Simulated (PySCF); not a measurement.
Compound: C₅H₇FO₃Si.
Z-matrix (Å and degrees, GFN2-xTB geometry), rows numbered from 1:
```
C 
C   1  1.3064
C   2  1.4845  1  146.20
C   3  1.4792  2  119.47  1    78.13
O   4  1.2039  3  125.36  2    39.26
O   4  1.3397  3  111.85  2  -141.35
C   2  1.4569  1  150.85  3  -174.34
O   7  1.3729  2  120.31  3  -105.91
Si  8  1.6119  7  132.16  2  -119.72
F   9  1.5961  8   99.97  7   179.32
H   1  1.0777  2  121.75  3    -3.69
H   1  1.0776  2  121.23  3   176.65
H   3  1.0822  2  117.79  7   107.55
H   6  0.9704  4  110.24  3  -179.69
H   7  1.0869  2  117.76  3   104.42
H   9  1.4530  8  113.11  7    65.42
H   9  1.4532  8  112.51  7   -67.03
```

Definitions: NICS(0) = −σiso at the ring centroid; NICS(1) = −σiso and NICS(1)zz = −σzz at ±1 Å along the ring normal z. Level: GIAO PBE0/pcSseg-1 (PySCF, non-relativistic, gas phase) on the GFN2-xTB geometry, one conformer.

Ring bond lengths (Å), with Mayer bond orders in brackets: C2–C3 1.484 (0.85), C3–C7 1.534 (0.89), C7–C2 1.457 (0.90).

Question: What do the NICS probes read (ppm)?

Answer: 
```tsv
ring	type	NICS(0)	NICS(1), two faces	NICS(1)zz, two faces	rms pucker (Å)	centre to ring atoms, mean (Å)
C2–C3–C7	3-membered carbocycle; formal bonds all single	-27.9	-7.9 / -6.3	-20.4 / -14.7	0.00	0.86
```

Question: What can be read from them?

Answer: 
- C2–C3–C7: mean NICS(1)zz -17.5 ppm, shielded. C3, C7 have four or more neighbours, so the value isn't read as a sign of a π ring current. The two faces differ by 5.7 ppm, so no symmetry operation interchanges them. NICS(0) lies 21 ppm below the mean NICS(1).

Question: List the ring angles and the Hirshfeld charges of the ring atoms.

Answer: 
- C2–C3–C7: C2 62.9° (-0.006 e), C3 57.7° (-0.061 e), C7 59.4° (+0.044 e); sum 180.0° against 180° for a flat convex ring.

Question: How shielded are the nuclei of the rings and their hydrogens (means over atoms taken as equivalent)?

Answer: 
```
atoms                      environment  σ isotropic (ppm)
   C2  fully substituted alkene carbon               42.7
   C3    sp3 carbon next to a carbonyl              157.5
   C7       sp3 carbon bound to oxygen              131.2
  H13                 methine hydrogen              29.12
  H15                 methine hydrogen              27.31
```

Hardware: one thread of an Arm Neoverse N1, shared host with 64 logical CPUs at a one-minute load of 55. Cost: 79 s (with the writing of density and orbital grids), 0.94 GiB resident at most. This is the whole shielding run at PBE0/pcSseg-1, SCF included.
